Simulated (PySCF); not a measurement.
C₄H₇FSi, SMILES F[C@]1([SiH3])C=CC1. Atoms are numbered in the order given.

```xyz
13

F      0.8673    -1.3656    -0.5689
C      0.0810    -0.3185    -0.1138
Si     1.2533     1.0543     0.5113
C     -1.0478    -0.6941     0.8083
C     -1.9855    -0.1729     0.0004
C     -1.0228     0.1484    -1.1142
H      0.4425     2.2483     0.8982
H      2.2071     1.4255    -0.5757
H      2.0178     0.5601     1.6946
H     -1.0592    -1.1514     1.8006
H     -3.0567     0.0135     0.1165
H     -1.0716    -0.5329    -1.9773
H     -0.9811     1.1897    -1.4790
```
Charge 0, spin multiplicity 1.

Coordinates come from a PBE0-D3(BJ)/def2-SVP optimisation. The structure was generated by enumeration; whether it is a known compound was not checked.

Computed with ωB97X/def2-TZVP (PySCF).

The molecule is in vacuum.

Computed frontier levels, gap, dipole moment and polarisability:
The highest occupied level comes out as -9.92 eV and the lowest empty level is 1.71 eV. The orbital gap is 11.63 eV, the dipole moment is 1.85 D and the quadrupole, principal values (traceless, Buckingham form, about the centre of nuclear charge) is -5.67, 2.10, 3.57 D·Å. The mean static polarisability comes out as 70.5 bohr³ (10.44 Å³) and the polarisability, principal values is 60.7, 69.3, 81.3 bohr³.
